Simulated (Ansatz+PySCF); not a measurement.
# septet MnH₂O(+): levels of theory in one basis

```yaml
atoms:
  - { symbol: Mn, position_ang: [0.0000, 0.0000, 0.0000] }
  - { symbol: O, position_ang: [0.0000, 0.0000, 2.1800] }
  - { symbol: H, position_ang: [0.7750, 0.0000, 2.7550] }
  - { symbol: H, position_ang: [-0.7750, 0.0000, 2.7550] }
```

Basis set: def2-SVP (spherical functions). Frozen core: 6 orbitals. Correlation on ROHF uses semicanonical orbitals with singles. Charge 1, multiplicity 7.

Computed with Ansatz (development build ahead of 0.2.0); each method stands on the lowest determinant of its kind that the runs found.

```csv
method,E − E(ROHF) (eV),<S²> of the determinant
ROHF,0.00,12.00
UHF,-0.01,12.00
ROHF-MP2,-10.75,–
UHF-MP2,-10.76,12.00
```

Question: Is a single determinant a sound starting point here?

Answer: By this sign, yes. Unrestricted orbitals gain 0.01 eV and <S²> is 12.00 against 12.00 for a pure state.

Caution: other spin multiplicities were not run.
